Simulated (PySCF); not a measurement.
A PySCF script (with the pyscf-properties extension) for the NMR shieldings of SMILES OCC[C@@H]1C[SiH2]C=C1[SiH3], C$_{6}$H$_{14}$OSi$_{2}$, on a GFN2-xTB geometry:

```python
import basis_set_exchange as bse
import numpy as np
from pyscf import gto, dft
from pyscf.prop import nmr

atoms = """
O     2.884123    0.156118   -1.468243
C     1.600030   -0.198543   -1.007119
C     1.410630    0.111769    0.476685
C    -0.016187   -0.151703    0.979321
C    -0.405855   -1.640585    0.899047
Si   -1.640301   -1.815995   -0.541696
C    -1.853675    0.044578   -0.595606
C    -0.997265    0.690907    0.201352
Si   -0.931222    2.570222    0.358052
H     3.541985   -0.300994   -0.932292
H     0.902126    0.389097   -1.607155
H     1.406454   -1.263180   -1.199975
H     2.113181   -0.489439    1.063994
H     1.657830    1.164786    0.638132
H    -0.038949    0.176108    2.026478
H     0.478765   -2.266456    0.804539
H    -0.886668   -1.934825    1.832248
H    -2.848059   -2.561456   -0.174878
H    -1.057049   -2.394852   -1.757539
H    -2.574157    0.583980   -1.191430
H    -2.287998    3.101039    0.217824
H    -0.391359    2.924717    1.675516
H    -0.071134    3.131690   -0.687177
"""
names = dict.fromkeys(["O", "C", "Si", "H"], "pcSseg-1")
basis = {el: gto.basis.parse(bse.get_basis(n, elements=[el], fmt="nwchem")) for el, n in names.items()}
mol = gto.M(atom=atoms, basis=basis, charge=0, verbose=0)
mf = dft.RKS(mol, xc="PBE0")
mf.grids.level = 2
mf.grids.alignment = dft.numint.BLKSIZE   # the property module wants whole blocks of grid points
mf.conv_tol = 1e-9
mf.kernel()

calc = nmr.RKS(mf)   # GIAO
C = mf.mo_coeff
Co = C[:, mf.mo_occ > 0]
resp = mf.gen_response(singlet=True, hermi=2)
def vind(x):   # induced exchange potential for any number of trial vectors
    d = np.einsum("pi,xij,qj->xpq", C, 2 * x.reshape(-1, C.shape[1], Co.shape[1]), Co, optimize=True)
    return np.einsum("xpq,pi,qj->xij", resp(d - d.transpose(0, 2, 1)), C, Co, optimize=True).ravel()
mo1, _ = nmr.rhf.solve_mo1(calc, with_cphf=vind)
sigma = calc.kernel(mo1)
for i, s in enumerate(sigma):   # ppm
    print("%2d %-2s %9.2f" % (i, mol.atom_pure_symbol(i), np.trace(s) / 3))
```

**Question.** What are the results?

**Answer.** 
```
 0 O     299.89
 1 C     124.53
 2 C     143.76
 3 C     132.75
 4 C     171.92
 5 Si    377.40
 6 C      37.85
 7 C      11.01
 8 Si    427.03
 9 H      32.00
10 H      28.12
11 H      27.97
12 H      30.19
13 H      29.69
14 H      28.25
15 H      31.06
16 H      30.32
17 H      27.05
18 H      27.07
19 H      25.01
20 H      27.51
21 H      27.53
22 H      27.31
```

These numbers come from an equivalent density-fitted implementation of the same equations, which agrees with the script to about 0.01 ppm for H and up to a few tenths of a ppm for heavy atoms, so last digits may differ.

**Question.** Turn these shieldings into chemical shifts. Chemical shifts δ = σref − σ; ¹⁷O (σref 336.08) vs H2O; ¹³C (σref 186.93) and ²⁹Si (σref 349.16) and ¹H (σref 31.72) vs TMS, all at this level.

**Answer.** Averaging equivalent atoms: O 0: 36.2; C 7: 175.9; C 6: 149.1; C 1: 62.4; C 3: 54.2; C 2: 43.2; C 4: 15.0; Si 5: -28.2; Si 8: -77.9; H 19: 6.70; H 17: 4.67; H 18: 4.65; H 20/21/22: 4.27; H 11: 3.74; H 10: 3.59; H 14: 3.47; H 13: 2.02; H 12: 1.53; H 16: 1.40; H 15: 0.66; H 9: -0.28 ppm. Experimental scales use liquid or dissolved standards, which lie at an offset from isolated H2O (liquid H2O: subtract about 36 ppm).

Size and cost of the density-fitted run: 237 basis functions, 100 s wall time on 1 thread of an Intel Xeon, shared host; peak memory 1 GiB.
